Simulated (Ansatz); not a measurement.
Z-matrix (Å, degrees):
```
C
Si 1 1.887
H 1 1.093 2 111.8
H 1 1.093 2 110.2 3 119.9
H 1 1.093 2 111.3 3 -121.4
Al 2 2.459 1 121.6 3 149.6
C 2 1.939 1 109.5 3 63.6
H 2 1.495 1 107.7 3 -53.1
N 6 2.078 2 72.3 1 -87.6
H 6 1.599 2 115.7 1 175.4
H 6 1.600 2 123.4 1 10.3
H 7 1.092 2 107.7 1 -151.8
H 7 1.094 2 119.7 1 -28.3
H 9 1.015 6 119.7 2 -145.6
H 9 1.015 6 107.9 2 92.5
```

The species carries charge 0 and has multiplicity 1. The bonds changed during the relaxation, so this is another structure than the one it started from.

Task: List the B3LYP/def2-TZVPP orbital energies in eV (Ansatz). (Estimate.)

Result: Computed: Occupied: -1798.00, -1523.27, -391.18, -277.68, -276.24, -142.57, -111.25, -97.91, -97.88, -97.84, -71.94, -71.84, -71.81, -25.64, -19.10, -18.58, -15.15, -14.00, -13.04, -11.64, -11.11, -10.99, -10.56, -9.16, -8.54, -8.18, -7.44, -6.08. Lowest empty: -0.51, 0.35, 0.51, 0.88, 1.13, 1.59, 1.73, 2.44.

B3LYP here is the variant with VWN-RPA as its local correlation; programs differ in this.
